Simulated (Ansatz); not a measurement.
A structure relaxed at PBE0-D4/def2-TZVP, charge 0, multiplicity 1:

Cartesian coordinates in Å:
```
C 1.2347 -0.7663 0.9292
N 0.3888 0.0637 0.1088
C 1.0302 1.2595 -0.3700
In -1.4896 -0.4392 -0.2988
F -1.9915 -2.1351 0.5358
S -3.1777 0.6053 -1.5680
H 0.7009 -1.6574 1.2650
H 2.1281 -1.0965 0.3787
H 1.5822 -0.2258 1.8223
H 1.3687 1.8967 0.4608
H 1.9145 1.0263 -0.9819
H 0.3535 1.8565 -0.9861
H -4.0429 -0.3875 -1.2958
```

Q: Give its formula and SMILES.

A: C2H7FInNS, `C[N](C)[In]([F])[SH]`.

Q: Point group (tolerance 0.08 Å, 0.16 Å for H)?

A: Cs.

Q: Summarise the bond lengths by kind.

A: 2 × C–N 1.439 to 1.441 Å; 6 × C–H 1.092 to 1.100 Å; 1 × In–N 1.987 Å; 1 × F–In 1.956 Å; 1 × In–S 2.356 Å; 1 × H–S 1.345 Å.

Program: Ansatz 0.2.0.
